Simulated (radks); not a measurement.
Spherical quantum dot in the effective-mass picture: electrons in a well V = -V0 / (1 + exp((r - R)/a)) with V0 = 28.7, R = 1.64, a = 0.13, all in effective atomic units (hartree* = m*/eps^2 hartree, bohr* = eps/m* bohr), one dielectric constant everywhere. Method: non-relativistic Kohn-Sham, PBE, spin-polarised, spherical densities; computed with a radial shooting solver with Libxc functionals. Levels are named by radial order and angular momentum (1s, 1p, 1d, 2s, ...), and open shells are averaged over m.

N = 13, configuration 1s2 1p6 1d(up 5, down 0). This is the lowest configuration that the search found. Occupied and some empty levels:

| level | occupation | eigenvalue (hartree*) | <r> (bohr*) |
|---|---|---|---|
| 1s up | 1 | -15.890 | 0.9321 |
| 1s down | 1 | -15.713 | 0.9209 |
| 1p up | 3 | -14.416 | 1.050 |
| 1p down | 3 | -14.199 | 1.045 |
| 1d up | 5 | -12.348 | 1.134 |
| 1d down | 0 | -12.112 | 1.132 |
| 2s up | 0 | -10.566 | 0.8573 |
| 2s down | 0 | -10.461 | 0.8614 |
| 1f up | 0 | -9.7976 | 1.201 |
| 1f down | 0 | -9.5535 | 1.201 |
| 2p up | 0 | -7.4642 | 0.9853 |
| 2p down | 0 | -7.3342 | 0.9864 |

Energy (hartree*): total -247.796, kinetic 45.235, external -354.01, Hartree 71.920, exchange-correlation -10.938.

Electron density:

| r (bohr*) | n(r) (e/bohr*^3) |
|---|---|
| 0.0439 | 0.3598 |
| 0.154 | 0.4017 |
| 0.264 | 0.4922 |
| 0.375 | 0.6323 |
| 0.485 | 0.8166 |
| 0.595 | 1.028 |
| 0.706 | 1.234 |
| 0.816 | 1.390 |
| 0.926 | 1.444 |
| 1.04 | 1.359 |
| 1.15 | 1.129 |
| 1.26 | 0.8043 |
| 1.37 | 0.4750 |
| 1.48 | 0.2259 |
| 1.59 | 0.08468 |
| 1.70 | 0.02600 |
| 1.81 | 0.006867 |
| 1.92 | 0.001662 |
| 2.03 | 0.0003829 |
| 2.14 | 0.00008878 |
